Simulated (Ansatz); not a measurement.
Z-matrix (Å, degrees):
```
Si
Ga 1 2.419
H 1 1.489 2 112.7
H 1 1.493 2 107.9 3 118.6
H 1 1.489 2 112.7 3 -122.8
Si 2 2.419 1 119.9 3 154.4
Si 2 2.419 1 119.9 3 -31.1
H 6 1.493 2 107.9 1 87.7
H 6 1.489 2 112.7 1 -153.7
H 6 1.489 2 112.7 1 -30.9
H 7 1.493 2 107.9 1 -87.3
H 7 1.489 2 112.7 1 31.3
H 7 1.489 2 112.7 1 154.1
```

Charge 0, multiplicity 1.

Task: List the ωB97M-V/def2-TZVPP orbital energies in eV (the Gaussian-basis code of Ansatz). (Best estimate.)

Result: Computed: Occupied: -10153.87, -1806.79, -1806.79, -1806.79, -1257.42, -1111.60, -1111.50, -1111.50, -154.68, -147.90, -147.90, -147.90, -107.19, -106.90, -106.90, -102.00, -102.00, -102.00, -102.00, -102.00, -102.00, -102.00, -102.00, -102.00, -26.22, -26.13, -26.13, -25.95, -25.95, -18.23, -17.55, -17.55, -13.66, -12.20, -12.19, -12.19, -12.04, -12.04, -11.93, -9.21, -9.21. Lowest empty: -0.90, 1.53, 1.57, 1.57, 2.57, 2.64, 2.65, 3.17.
